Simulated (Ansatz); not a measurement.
`F[Si](F)(F)Br` + `BO` → `BO[Si](F)(F)Br` + H–F at 400 K and 1 bar (ligand exchange at the Si–F bond).

Computed with Ansatz on PBE0-D4/def2-TZVP structures; ΔE is electronic, products minus reactants. CCSD(T)/CBS is the MP2 limit (def2-TZVPP, def2-QZVPP) plus CCSD(T) − MP2 in def2-TZVPP, frozen cores. This one scheme is used for every species. For Br outer-core shells are correlated without core-valence functions, which leaves a few kJ/mol of doubt a bond. Scalar relativity is left out up to krypton. One conformer a species, not always the lowest.

| species | CCSD(T)/CBS energy (Eh) | H − E (kJ/mol) | S (J/(mol·K)) |
| --- | --- | --- | --- |
| `F[Si](F)(F)Br` | -3162.03492 | 53.8 | 344.1 |
| `BO` | -101.80414 | 108.2 | 244.0 |
| `BO[Si](F)(F)Br` | -3163.42790 | 123.8 | 408.8 |
| H–F | -100.39570 | 36.5 | 182.2 |

H − E and S are ideal-gas, rigid-rotor, harmonic terms from PBE0-D4/def2-TZVP, for one conformer and one mirror image of each species. 1 Eh = 2625.50 kJ/mol, R = 8.31446 J/(mol·K).

By hand: ΔE, ΔH, ΔS and ΔG.

ΔE = (-3163.42790) + (-100.39570) − (-3162.03492) − (-101.80414) = 0.01546 Eh = 40.6 kJ/mol. Δ(H − E) = 123.8 + 36.5 − 53.8 − 108.2 = -1.7, so ΔH = 38.9 kJ/mol. ΔS = 408.8 + 182.2 − 344.1 − 244.0 = 2.9 J/(mol·K). ΔG = 38.9 − 400 × (2.9)/1000 = 37.7 kJ/mol.

By hand: the equilibrium constant, and the temperature at which ΔG would vanish if ΔH and ΔS stayed fixed.

log₁₀ K = −ΔG/(RT ln 10) = -4.9. ΔG = 0 at ΔH/ΔS = 13414 K, far beyond where these terms or the molecules hold.

The number of gas molecules stays the same, so ΔS is small and ΔH decides. A doubt of 5 kJ/mol in ΔE shifts log₁₀ K by 0.7 here. Other conformers and mirror images would add mixing entropy, several J/(mol·K) or more a flexible species. Modes under 60 cm⁻¹, often nearly free rotors, make the harmonic entropy too high. These are equilibria of isolated gas molecules and say nothing of rates. Largest T1 diagnostic: 0.014 (customary marks: 0.02 for closed shells, 0.045 for open ones).
